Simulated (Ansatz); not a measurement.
Compare A (`C[SiH2]C1=NC1`) with its isomer B (`NC1=C[SiH2]C1`).

Isolated molecules relaxed with PBE0-D4/def2-TZVP in Ansatz; ΔE leaves out vibrations. CCSD(T)/CBS is the MP2 limit (def2-TZVPP, def2-QZVPP) plus CCSD(T) − MP2 in def2-TZVPP, frozen cores. DFT in def2-TZVPP. B3LYP here is the variant with VWN-RPA as its local correlation; programs differ in this. Each species was taken in one conformer, which may not be the lowest.

Task: Which is lower in electronic energy at CCSD(T)/CBS, and by how much? (Best estimate.)

Result: Ansatz gave: B, by 93.7 kJ/mol.

Task: Give E(B) − E(A) in kJ/mol with B3LYP, ωB97M-V, BLYP-D4, r2SCAN-D4, PBE0-D4, MP2/def2-TZVPP, PBE-D4. (Estimate.)

Result: The calculation gave: B3LYP -89.2, ωB97M-V -97.3, BLYP-D4 -83.8, r2SCAN-D4 -99.1, PBE0-D4 -107.7, MP2/def2-TZVPP -92.3, PBE-D4 -98.8. None reverses the order clearly.

Task: Does the order hold for the free energy at 298.15 K (harmonic terms from PBE0-D4)? (An estimate is asked.)

Result: Computed: Yes: G(B) − G(A) = -78.9 kJ/mol, for one conformer each.

Largest T1 diagnostic: 0.012.

Leaving LDA and LC-ωPBE aside and taking each functional with its dispersion term where it has one, the values, not all of them listed here, spread over 24.2 kJ/mol, from HSE06-D4 to BLYP-D4. LDA lies −38.1 kJ/mol from PBE without D4. From PBE to PBE0 (25 % exact exchange), in def2-TZVPP and without D4, E(B) − E(A) moves by −9.4 kJ/mol.
